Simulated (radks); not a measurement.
Numerical settings for neutral thulium, [Xe] 4f13 6s2. All-electron calculation, Dirac Kohn-Sham, PBE, spin-unpolarised, spherical densities, finite nucleus; open shells fill j = l - 1/2 first; Fermi nuclear charge, rms radius 5.2256 fm. Program: a radial shooting solver on a logarithmic mesh with Libxc functionals. The defaults (mesh step 0.008 in ln r, mesh end at 40 bohr or more with all orbitals vanishing there, Anderson mixing 0.5 over 9 steps, residual threshold near 1e-9 with the energy settled to 1e-9 hartree or 1e-11 of itself, here a cap of 57 iterations) give E = -13580.7078 hartree and 4f7/2 at -2.542 eV in 28 iterations. Run on one thread of a shared host, so times are rough (Arm Neoverse N1): 0.38 s of CPU time, 0.38 s wall, 28 iterations on 2440 mesh points. Changes against that run (0 stands for a change within the tolerance of the run):

setting                    iterations         converged  E (mhartree)  e(4f7/2) (meV)  CPU (s)
mesh step in ln r 0.02             28               yes             0               0     0.19
mesh step in ln r 0.2               4                no      diverged               -     0.01
mesh step in ln r 0.012            37               yes             0               0     0.38
mesh end (bohr) 8                  18               yes         +14.4            +591     0.23
mesh end (bohr) 1                  14  level above zero     +3.13e+05       +3.86e+05     0.14
residual threshold 1e-05           24               yes             0          -0.105     0.35
residual threshold 0.1             23               yes             0           +2.86     0.34
mixing 0.2                         51               yes             0               0     0.68
linear mixing, mixing 0.2          57                no             0        +0.00368     0.55
linear mixing, mixing 0.8          57                no     +8.28e+04       -4.05e+05      1.8
mixing history 20                  42               yes             0               0     0.56
iteration cap 2                     2                no          +646        -1.7e+04     0.05

Settled on a wrong energy, with an occupied level pushed above zero by the early mesh end: mesh end (bohr) 1 (+313 hartree). Apart from these: settings that end as converged yet miss the energy by more than 1 mhartree: mesh end (bohr) 8 (+0.0144 hartree). A mesh that ends early acts as a hard wall.
